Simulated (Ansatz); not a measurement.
Geometry optimisation, DFT LDA, scalar-relativistic, plane waves, PAW in Ansatz.

The input (input.yaml):

```yaml
crystal:
  lattice:
    - [0.0, 5.43, 5.43]
    - [5.43, 0.0, 5.43]
    - [5.43, 5.43, 0.0]
  atoms:
    - { symbol: Si, position: [0.0, 0.0, 0.0] }
    - { symbol: Si, position: [0.125, 0.125, 0.125] }
    - { symbol: Si, position: [0.0, 0.0, 0.5] }
    - { symbol: Si, position: [0.125, 0.125, 0.625] }
    - { symbol: Si, position: [0.0, 0.5, 0.0] }
    - { symbol: Si, position: [0.125, 0.625, 0.125] }
    - { symbol: Si, position: [0.0, 0.5, 0.5] }
    - { symbol: Si, position: [0.125, 0.625, 0.625] }
    - { symbol: Si, position: [0.5, 0.0, 0.0] }
    - { symbol: Si, position: [0.625, 0.125, 0.125] }
    - { symbol: Si, position: [0.5, 0.0, 0.5] }
    - { symbol: Si, position: [0.625, 0.125, 0.625] }
    - { symbol: Si, position: [0.5, 0.5, 0.0] }
    - { symbol: Si, position: [0.625, 0.625, 0.125] }
    - { symbol: Si, position: [0.5, 0.5, 0.5] }
    - { symbol: Si, position: [0.625, 0.625, 0.625] }
    - { symbol: Cu, position: [0.3741181, 0.8588191, 0.8778338] }
total_charge: 1
basis:
  ecutwfc: 420.0
kpoints:
  mp_grid: { grid: [2, 2, 2] }
hamiltonian:
  xc: lda
  pseudopotentials: { kind: paw, azcp: { folder: soft_1 } }
scf:
  occupations: { method: gaussian, width: 0.05 }
  lower_state_search: "off"
relax:
  f_tol: 0.03
  max_steps: 60
  adjacent_minimum: "off"
```

Command:

```bash
$ ansatz run input.yaml --threads 1 --pin off --max-ram 3072MiB --backend cpu --events-out ev --progress --plain --runs-dir out
```

Question: Where does it end, and by what steps?

Answer: The forces met the threshold. Limits of this set-up: coarse k mesh, PAW files made for another functional, a small cell, in which the defect meets its images, charged cell in a uniform background, uncorrected. After 8 steps the energy has fallen by 0.135 eV; Si13 moved furthest, 0.25 Å.

```json
{"step": "0", "energy less start (eV)": "0.0000", "largest force component (eV/Å)": "0.716", "accepted": "yes"}
{"step": "1", "energy less start (eV)": "-0.0785", "largest force component (eV/Å)": "0.296", "accepted": "yes"}
{"step": "2", "energy less start (eV)": "-0.0964", "largest force component (eV/Å)": "0.094", "accepted": "yes"}
{"step": "3", "energy less start (eV)": "-0.1127", "largest force component (eV/Å)": "0.208", "accepted": "yes"}
{"step": "4", "energy less start (eV)": "-0.1231", "largest force component (eV/Å)": "0.159", "accepted": "yes"}
{"step": "5", "energy less start (eV)": "-0.1265", "largest force component (eV/Å)": "0.123", "accepted": "yes"}
{"step": "6", "energy less start (eV)": "-0.1316", "largest force component (eV/Å)": "0.055", "accepted": "yes"}
{"step": "7", "energy less start (eV)": "-0.1344", "largest force component (eV/Å)": "0.046", "accepted": "yes"}
{"step": "8", "energy less start (eV)": "-0.1352", "largest force component (eV/Å)": "0.017", "accepted": "yes"}
```

```xyz
17
Lattice="0.0000 5.4300 5.4300 5.4300 0.0000 5.4300 5.4300 5.4300 0.0000" Properties=species:S:1:pos:R:3
Si -0.009 -0.002 0.063
Si 1.417 1.306 1.404
Si 2.761 2.660 0.050
Si 4.120 4.000 1.404
Si 2.744 -0.065 2.775
Si 4.025 1.398 4.078
Si 5.491 2.676 2.776
Si 6.841 4.014 4.128
Si -0.009 2.647 2.710
Si 1.224 4.208 3.932
Si 2.784 5.437 2.702
Si 4.119 6.738 4.139
Si 2.569 2.858 5.282
Si 4.025 4.063 6.742
Si 5.490 5.366 5.464
Si 6.797 6.832 6.738
Cu 9.340 6.962 6.608
```

Run time: 45 s on 1 thread of Arm Neoverse V2, with other jobs on the host, peak memory 0.51 GiB.
